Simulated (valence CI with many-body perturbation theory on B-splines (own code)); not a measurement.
**Which ion has this spectrum?**

A relativistic CI+MBPT calculation for an atom or ion with 23 electrons gives these levels (eV):

| J | Parity | E | g |
| --- | --- | --- | --- |
| 5/2 | even | 0.00 | 1.24 |
| 5/2 | even | 108.12 | 1.32 |
| 7/2 | even | 120.92 | 1.16 |
| 11/2 | even | 121.84 | 1.09 |
| 3/2 | even | 123.60 | 1.12 |
| 9/2 | even | 129.01 | 1.12 |
| 5/2 | even | 133.94 | 1.12 |
| 7/2 | even | 138.74 | 1.06 |
| 1/2 | even | 139.58 | 1.74 |
| 3/2 | even | 160.69 | 0.80 |
| 5/2 | even | 227.66 | 1.32 |
| 11/2 | even | 237.79 | 1.09 |
| 7/2 | even | 237.96 | 1.20 |
| 9/2 | even | 240.32 | 1.14 |

The energies are calculated, and their last digits are not significant.

(1) Which is it?
A. Tl58+
B. Rn63+
C. Pb59+
D. Bi60+

Results:

(1) D. Bi60+, ground level (3d3/2^4 3d5/2) J=5/2.
